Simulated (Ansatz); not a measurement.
Reaction (stannylene formation by 1,1-elimination): `[CH3][Sn]([CH3])([OH])[OH]` → `[CH3][Sn][CH3]` + `OO`

Program: Ansatz. Geometries: PBE0-D4/def2-TZVP. ΔE: electronic, gas phase. CBS: MP2 limit from def2 TZ/QZ plus the TZ coupled-cluster correction, frozen cores. This one scheme is used for every species. DFT in def2-TZVPP. B3LYP here is the variant with VWN-RPA as its local correlation; programs differ in this. HSE06 is defined as in plane-wave codes. def2 core potentials past Kr. For Sn outer-core shells are correlated without core-valence functions, which leaves a few kJ/mol of doubt a bond. Each species was taken in one conformer, which may not be the lowest.

```json
{"level": "PBE-D4", "ΔE (kJ/mol)": "443.4", "difference from CCSD(T)/CBS": "-50.6"}
{"level": "revPBE-D4", "ΔE (kJ/mol)": "431.1", "difference from CCSD(T)/CBS": "-62.9"}
{"level": "BLYP-D4", "ΔE (kJ/mol)": "429.5", "difference from CCSD(T)/CBS": "-64.5"}
{"level": "r2SCAN-D4", "ΔE (kJ/mol)": "476.3", "difference from CCSD(T)/CBS": "-17.7"}
{"level": "B97M-V", "ΔE (kJ/mol)": "478.1", "difference from CCSD(T)/CBS": "-15.9"}
{"level": "PBE0-D4", "ΔE (kJ/mol)": "463.8", "difference from CCSD(T)/CBS": "-30.2"}
{"level": "B3LYP-D4", "ΔE (kJ/mol)": "450.2", "difference from CCSD(T)/CBS": "-43.8"}
{"level": "r2SCANh-D4", "ΔE (kJ/mol)": "479.5", "difference from CCSD(T)/CBS": "-14.5"}
{"level": "r2SCAN0-D4", "ΔE (kJ/mol)": "484.8", "difference from CCSD(T)/CBS": "-9.2"}
{"level": "BHLYP-D4", "ΔE (kJ/mol)": "477.3", "difference from CCSD(T)/CBS": "-16.7"}
{"level": "CAM-B3LYP-D4", "ΔE (kJ/mol)": "471.1", "difference from CCSD(T)/CBS": "-22.9"}
{"level": "ωB97X-V", "ΔE (kJ/mol)": "479.4", "difference from CCSD(T)/CBS": "-14.6"}
{"level": "ωB97M-V", "ΔE (kJ/mol)": "471.0", "difference from CCSD(T)/CBS": "-23.0"}
{"level": "B2PLYP", "ΔE (kJ/mol)": "467.4", "difference from CCSD(T)/CBS": "-26.6"}
{"level": "PBE-QIDH", "ΔE (kJ/mol)": "492.9", "difference from CCSD(T)/CBS": "-1.1"}
{"level": "PBE", "ΔE (kJ/mol)": "436.8", "difference from CCSD(T)/CBS": "-57.2"}
{"level": "revPBE", "ΔE (kJ/mol)": "419.5", "difference from CCSD(T)/CBS": "-74.5"}
{"level": "BLYP", "ΔE (kJ/mol)": "417.2", "difference from CCSD(T)/CBS": "-76.8"}
{"level": "r2SCAN", "ΔE (kJ/mol)": "474.2", "difference from CCSD(T)/CBS": "-19.8"}
{"level": "PBE0", "ΔE (kJ/mol)": "457.9", "difference from CCSD(T)/CBS": "-36.1"}
{"level": "B3LYP", "ΔE (kJ/mol)": "440.1", "difference from CCSD(T)/CBS": "-53.9"}
{"level": "r2SCAN0", "ΔE (kJ/mol)": "482.3", "difference from CCSD(T)/CBS": "-11.7"}
{"level": "HSE06", "ΔE (kJ/mol)": "457.0", "difference from CCSD(T)/CBS": "-37.0"}
{"level": "BHLYP", "ΔE (kJ/mol)": "468.5", "difference from CCSD(T)/CBS": "-25.5"}
{"level": "CAM-B3LYP", "ΔE (kJ/mol)": "464.9", "difference from CCSD(T)/CBS": "-29.1"}
{"level": "LC-ωPBE", "ΔE (kJ/mol)": "489.0", "difference from CCSD(T)/CBS": "-5.0"}
{"level": "RPA@PBE/def2-TZVPP", "ΔE (kJ/mol)": "449.9", "difference from CCSD(T)/CBS": "-44.1"}
{"level": "HF/def2-SVP", "ΔE (kJ/mol)": "445.3", "difference from CCSD(T)/CBS": "-48.7"}
{"level": "MP2/def2-SVP", "ΔE (kJ/mol)": "482.9", "difference from CCSD(T)/CBS": "-11.1"}
{"level": "CCSD/def2-SVP", "ΔE (kJ/mol)": "445.0", "difference from CCSD(T)/CBS": "-49.0"}
{"level": "CCSD(T)/def2-SVP", "ΔE (kJ/mol)": "443.6", "difference from CCSD(T)/CBS": "-50.4"}
{"level": "HF/def2-TZVPP", "ΔE (kJ/mol)": "477.8", "difference from CCSD(T)/CBS": "-16.2"}
{"level": "SCS-MP2/def2-TZVPP", "ΔE (kJ/mol)": "486.0", "difference from CCSD(T)/CBS": "-8.0"}
{"level": "CCSD/def2-TZVPP", "ΔE (kJ/mol)": "477.5", "difference from CCSD(T)/CBS": "-16.5"}
{"level": "CCSD(T)/def2-TZVPP", "ΔE (kJ/mol)": "479.0", "difference from CCSD(T)/CBS": "-15.0"}
{"level": "HF/def2-QZVPP", "ΔE (kJ/mol)": "481.5", "difference from CCSD(T)/CBS": "-12.5"}
{"level": "MP2/def2-QZVPP", "ΔE (kJ/mol)": "513.3", "difference from CCSD(T)/CBS": "19.3"}
{"level": "HF/CBS(def2)", "ΔE (kJ/mol)": "482.0", "difference from CCSD(T)/CBS": "-12.0"}
{"level": "MP2/CBS(def2)", "ΔE (kJ/mol)": "518.3", "difference from CCSD(T)/CBS": "24.3"}
{"level": "CCSD/CBS(def2)", "ΔE (kJ/mol)": "492.5", "difference from CCSD(T)/CBS": "-1.5"}
{"level": "CCSD(T)/CBS", "ΔE (kJ/mol)": "494.0", "difference from CCSD(T)/CBS": "0"}
```

(1) What do rigid-rotor, harmonic-oscillator terms from PBE0-D4/def2-TZVP frequencies (298.15 K, 1 bar) make of the CCSD(T)/CBS value? (Estimate.)

Largest T1 diagnostic among the species: 0.013.

Results:

(1) Ansatz gave: ΔZPE = -5.0 kJ/mol, ΔH = +489.7 kJ/mol, ΔS = 153 J/(mol·K), ΔG = +444.1 kJ/mol. Modes under 50 cm⁻¹ make the entropy rough.

Leaving LDA and LC-ωPBE aside and taking each functional with its dispersion term where it has one, the values spread over 63.4 kJ/mol, from BLYP-D4 to PBE-QIDH. LDA lies +36.5 kJ/mol from PBE without D4. The D4 term adds +10.1 kJ/mol with B3LYP and +6.0 kJ/mol with PBE0; it sums over pairs of atoms, weighted by their polarisabilities, and B3LYP, whose exchange is more repulsive, gets the larger term.

CCSD(T)/CBS has its own doubt, a few kJ/mol and more with outer-core shells, so smaller differences from it don't rank the levels.
